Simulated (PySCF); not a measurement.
Computed shifts of a molecule C4H5ClSi, PySCF with PBE/pcSseg-1, GIAO, gas phase, atoms alike by connectivity averaged where their shifts nearly agree, in ppm (number of nuclei): ¹³C: 154.8 (1), 139.9 (1), 106.2 (1), 84.5 (1). ²⁹Si: -72.8 (1). ¹H: 6.99 (1), 6.76 (1), 5.10 (2), 2.91 (1). References: ¹³C against TMS (σ = 182.0 ppm); ²⁹Si against TMS (σ = 335.4 ppm); ³⁵Cl against HCl (σ = 936.5 ppm); ¹H against TMS (σ = 31.49 ppm), references at their B3LYP-D3(BJ)/def2-TZVP geometries, non-relativistic (without spin–orbit terms, shifts of atoms bonded to Cl or Br come out too high). The structure is a stationary point at PBE-D3(BJ)/def2-SVP. The values are those of a single conformer.

Q: Identify the compound among the candidates.
(A) C#C/C([SiH3])=C\Cl
(B) C#C[SiH2]C(=C)Cl
(C) C#CC(=C)[SiH2]Cl
(D) C#C/C=C\[SiH2]Cl

A: B, C#C[SiH2]C(=C)Cl
